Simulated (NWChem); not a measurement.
System: MnF₂, sextet; SMILES [F][Mn][F]

The following NWChem deck was run.

```
start job
memory heap 200 mb stack 900 mb global 1100 mb
geometry units angstroms
  Mn     0.000000     0.000000    -0.023111
  F      1.773238     0.000000    -0.023230
  F     -1.773238     0.000000    -0.023230
end
basis spherical
  * library 6-31g*
end
dft
  odft
  mult 6
  xc hfexch
  iterations 150
end
driver
  maxiter 120
end
task dft optimize
task dft freq
```

No stability test was run on the SCF state.

The level has its own optimisation; frequencies are unscaled.

Predict the main results of this run. (UHF/6-31G* (spherical d).) Quantities: r F–Mn (Å); highest harmonic frequency (cm⁻¹); lowest (cm⁻¹); zero-point energy (kcal/mol).


```yaml
r F–Mn (Å): 1.813
highest harmonic frequency (cm⁻¹): 771
lowest (cm⁻¹): 131
zero-point energy (kcal/mol): 2.3
```
